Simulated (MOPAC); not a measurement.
MOPAC input (PM3):

```
PM3 1SCF GEO-OK AUX(PRECISION=9) THREADS=1
H5Bi

Bi    0.00000000 1   -0.00000000 1   -0.00000000 1
H    -0.00119200 1   -0.01758500 1    1.86604700 1
H     0.00119200 1    0.01758500 1   -1.86604700 1
H     1.79921900 1   -0.00095300 1    0.00114000 1
H    -0.89879400 1    1.55857700 1    0.01411300 1
H    -0.90042500 1   -1.55762400 1   -0.01525400 1
```

From the output:

```
                                                       MOPAC v23.2.5 Linux

          FINAL HEAT OF FORMATION =         95.35764 KCAL/MOL =     398.97637 KJ/MOL

          COSMO AREA              =         93.26 SQUARE ANGSTROMS
          COSMO VOLUME            =         82.05 CUBIC ANGSTROMS

          IONIZATION POTENTIAL    =          8.763205 EV
          HOMO LUMO ENERGIES (EV) =         -8.763 -2.354
          NO. OF FILLED LEVELS    =          5
          MOLECULAR WEIGHT        =        214.0199         POINT GROUP:  D3h

          MOLECULAR DIMENSIONS (Angstroms)

            Atom       Atom       Distance
            H     3    H     2     3.73226
            H     5    H     6     3.11634
            H     5    H     4     2.69883

          SCF CALCULATIONS        =          1

   ATOM   CHEMICAL          X               Y               Z
  NUMBER   SYMBOL      (ANGSTROMS)     (ANGSTROMS)     (ANGSTROMS)

     1      Bi          0.00000000  *  -0.00000000  *  -0.00000000  *
     2       H         -0.00119200  *  -0.01758500  *   1.86604700  *
     3       H          0.00119200  *   0.01758500  *  -1.86604700  *
     4       H          1.79921900  *  -0.00095300  *   0.00114000  *
     5       H         -0.89879400  *   1.55857700  *   0.01411300  *
     6       H         -0.90042500  *  -1.55762400  *  -0.01525400  *

                             CARTESIAN COORDINATES

   1   Bi        0.000000000    -0.000000000    -0.000000000
   2    H       -0.001192000    -0.017585000     1.866047000
   3    H        0.001192000     0.017585000    -1.866047000
   4    H        1.799219000    -0.000953000     0.001140000
   5    H       -0.898794000     1.558577000     0.014113000
   6    H       -0.900425000    -1.557624000    -0.015254000

           Empirical Formula: H5 Bi  =     6 atoms

      MOLECULAR POINT GROUP   :   D3h

                  EIGENVALUES
 -13.32775 -12.48368 -11.97756 -11.97756  -8.76320  -2.35388   1.80540   1.80540
   2.15312

              NET ATOMIC CHARGES AND DIPOLE CONTRIBUTIONS

  ATOM NO.   TYPE          CHARGE      No. of ELECS.   s-Pop       p-Pop
    1         Bi           0.508773        4.4912     1.98092     2.51031
    2          H          -0.076931        1.0769     1.07693
    3          H          -0.076931        1.0769     1.07693
    4          H          -0.118304        1.1183     1.11830
    5          H          -0.118304        1.1183     1.11830
    6          H          -0.118304        1.1183     1.11830
 DIPOLE           X         Y         Z       TOTAL
 POINT-CHG.    -0.000     0.000    -0.000     0.000
 HYBRID         0.000    -0.000     0.000     0.000
 SUM           -0.000     0.000    -0.000     0.000

          ATOMIC ORBITAL ELECTRON POPULATIONS

     Atom    s        px        py        pz
    1 Bi   1.98092   0.83592   0.83592   0.83847
    2  H   1.07693
    3  H   1.07693
    4  H   1.11830
    5  H   1.11830
    6  H   1.11830

 **********************
 *                    *
 * JOB ENDED NORMALLY *
 *                    *
 **********************

 == MOPAC DONE ==
```

The geometry given is a B3LYP-D3(BJ)/def2-TZVP minimum.
